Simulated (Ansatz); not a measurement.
`[SiH3]O[SiH2][SiH3]` + `[NH2][GeH3]` → `[SiH3][SiH2][NH][GeH3]` + `O[SiH3]` at 400 K and 1 bar (ligand exchange at the Si–O bond).

Computed with Ansatz on PBE0-D4/def2-TZVP structures; ΔE is electronic, products minus reactants. CBS: MP2 limit from def2 TZ/QZ plus the TZ coupled-cluster correction, frozen cores. For Ge outer-core shells are correlated without core-valence functions, which leaves a few kJ/mol of doubt a bond. Scalar relativity is left out up to krypton. Each species was taken in one conformer, which may not be the lowest.

```json
{"species": "`[SiH3]O[SiH2][SiH3]`", "CCSD(T)/CBS energy (Eh)": "-947.28799", "H − E (kJ/mol)": "227.4", "S (J/(mol·K))": "435.6"}
{"species": "`[NH2][GeH3]`", "CCSD(T)/CBS energy (Eh)": "-2133.81884", "H − E (kJ/mol)": "149.5", "S (J/(mol·K))": "296.9"}
{"species": "`[SiH3][SiH2][NH][GeH3]`", "CCSD(T)/CBS energy (Eh)": "-2714.39913", "H − E (kJ/mol)": "255.0", "S (J/(mol·K))": "448.8"}
{"species": "`O[SiH3]`", "CCSD(T)/CBS energy (Eh)": "-366.69042", "H − E (kJ/mol)": "120.0", "S (J/(mol·K))": "276.4"}
```

H − E and S are ideal-gas, rigid-rotor, harmonic terms from PBE0-D4/def2-TZVP, for one conformer and one mirror image of each species. 1 Eh = 2625.50 kJ/mol, R = 8.31446 J/(mol·K).

Question: By hand: ΔE, ΔH, ΔS and ΔG.

Answer: ΔE = (-2714.39913) + (-366.69042) − (-947.28799) − (-2133.81884) = 0.01728 Eh = 45.4 kJ/mol. Δ(H − E) = 255.0 + 120.0 − 227.4 − 149.5 = -1.9, so ΔH = 43.5 kJ/mol. ΔS = 448.8 + 276.4 − 435.6 − 296.9 = -7.3 J/(mol·K). ΔG = 43.5 − 400 × (-7.3)/1000 = 46.4 kJ/mol.

Question: By hand: the equilibrium constant, and the temperature at which ΔG would vanish if ΔH and ΔS stayed fixed.

Answer: log₁₀ K = −ΔG/(RT ln 10) = -6.1. ΔH and −TΔS have one sign here, so there is no such temperature.

The number of gas molecules stays the same, so ΔS is small and ΔH decides. A doubt of 5 kJ/mol in ΔE shifts log₁₀ K by 0.7 here. Other conformers and mirror images would add mixing entropy, several J/(mol·K) or more a flexible species. Modes under 60 cm⁻¹, often nearly free rotors, make the harmonic entropy too high. These are equilibria of isolated gas molecules and say nothing of rates. Largest T1 diagnostic: 0.012 (customary marks: 0.02 for closed shells, 0.045 for open ones).

ΔS is within the doubt of such terms, so its sign, and with it that verdict, could turn.
